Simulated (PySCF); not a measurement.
C8H6N2O. Atoms are numbered in the order given.

```xyz
17

C     -0.5892    -3.1955     0.0000
C      0.7642    -3.0011     0.0000
O      1.0482    -1.6761     0.0000
C     -0.1335    -0.9926     0.0000
C     -0.0638     0.4582     0.0000
C      1.1594     1.1547     0.0000
N      1.2233     2.4844     0.0000
C      0.0633     3.1435     0.0000
N     -1.1553     2.5957     0.0000
C     -1.2146     1.2678     0.0000
C     -1.1759    -1.8907     0.0000
H     -1.1075    -4.1515     0.0000
H      1.6171    -3.6741     0.0000
H      2.1049     0.6032     0.0000
H      0.1139     4.2385     0.0000
H     -2.2138     0.8167     0.0000
H     -2.2360    -1.6499     0.0000
```

Geometry: B3LYP-D3(BJ)/def2-SVP. The values are those of a single conformer.

These are SMD-ωB97X/def2-SVP run with PySCF values and carry that method's errors.

Solvation free energies are E(SMD) − E(gas) at the gas-phase geometry, for 1 M in both phases. In vacuum the dipole moment is 3.05 D.

Computed solvation free energies in water, chlorobenzene, diethylether:
```json
[
 {"solvent": "water", "ΔG(solv) (kcal/mol)": "-6.7", "its non-electrostatic (CDS) part": "2.0", "dipole (D)": "4.02"},
 {"solvent": "chlorobenzene", "ΔG(solv) (kcal/mol)": "-10.2", "its non-electrostatic (CDS) part": "-4.0", "dipole (D)": "3.77"},
 {"solvent": "diethylether", "ΔG(solv) (kcal/mol)": "-9.0", "its non-electrostatic (CDS) part": "-3.4", "dipole (D)": "3.69"}
]
```
